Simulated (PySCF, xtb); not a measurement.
SiHBr3, SMILES Br[SiH](Br)Br.

GFN2-xTB (xtb) at its own geometry gives an orbital gap of 5.73 eV and a dipole moment of 3.51 D.

Coordinates come from a B3LYP-D3(BJ)/def2-SVP optimisation.

### Question
What does r2SCAN/def2-TZVP (PySCF) give? (The exact figures need the calculation; the answer reports its results.)

### Answer
gap 5.77 eV (levels -7.67 and -1.90 eV), dipole 0.68 D.
